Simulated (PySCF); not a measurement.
Mo(NMe)(S)(F)2 (CH3F2MoNS), SMILES [F][Mo]([F])(=[N]C)=[S], multiplicity 1.

Geometry: PBE-D3(BJ)/def2-SVP. The multiplicity is an assumed one; no other spin state was optimised. The structure was generated by enumeration; whether it is a known compound was not checked. The def2 effective core potentials stand for the cores of Mo; spin–orbit coupling is left out.

Two levels are set side by side: PBE/def2-TZVP (PySCF) and CAM-B3LYP/def2-TZVP (PySCF). Same geometry, gas phase. Differences are taken from unrounded values.

```csv
quantity,CAM-B3LYP
orbital gap (eV),7.01
highest occupied level (eV),-8.92
lowest empty level (eV),-1.91
dipole moment (D),3.03
mean polarisability (bohr³),79.7
```

What does PBE give, and how far is it from CAM-B3LYP? (An estimate is asked for; the answer gives what the named calculation found.)


```json
[
 {"quantity": "orbital gap (eV)", "PBE": "2.92", "PBE minus CAM-B3LYP": "-4.09"},
 {"quantity": "highest occupied level (eV)", "PBE": "-6.49", "PBE minus CAM-B3LYP": "2.43"},
 {"quantity": "lowest empty level (eV)", "PBE": "-3.57", "PBE minus CAM-B3LYP": "-1.66"},
 {"quantity": "dipole moment (D)", "PBE": "2.87", "PBE minus CAM-B3LYP": "-0.16"},
 {"quantity": "mean polarisability (bohr³)", "PBE": "82.7", "PBE minus CAM-B3LYP": "3.0"}
]
```

Without exact exchange PBE keeps part of each electron's self-repulsion, which lifts occupied levels and narrows the gap. Loosely held outer electrons make PBE densities more polarisable. Differences between two approximate levels are no errors against the true value.

Rough cost on one machine, each run with all the roots and properties that it gave: CAM-B3LYP against PBE within a factor of 2.
